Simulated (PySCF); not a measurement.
The scaffold allenyl-X carries different groups X. Isolated molecules, 0 K electronic values unless said otherwise. One relaxed conformer stands for each flexible species; it need not be the lowest. Strings in code marks are SMILES.

Computed with PySCF with PBE-D3(BJ)/def2-TZVP // PBE0-D3(BJ)/def2-TZVP. All candidates: neutral, multiplicity 1. Delta-SCF ions had no search for a lower state. Excitations are Tamm–Dancoff values on a coarser integration grid. The basis has no diffuse functions, so Rydberg states are missing or too high.

| Quantity | Value |
|---|---|
| vertical ionisation energy (Delta-SCF) | 9.21 eV |
| S1 excitation (TDA) | 5.42 eV |
| HOMO | -6.16 eV |

Name which member has these values.
A) `C=C=CCO`
B) `C#CC=C=C`
C) `C=C=CI`
D) `C=C=CSC`

A, `C=C=CCO`. The others give `C#CC=C=C`: 8.97 eV, 4.95 eV, -5.98 eV; `C=C=CSC`: 7.92 eV, 3.96 eV, -4.99 eV; `C=C=CI`: 8.78 eV, 3.78 eV, -5.89 eV
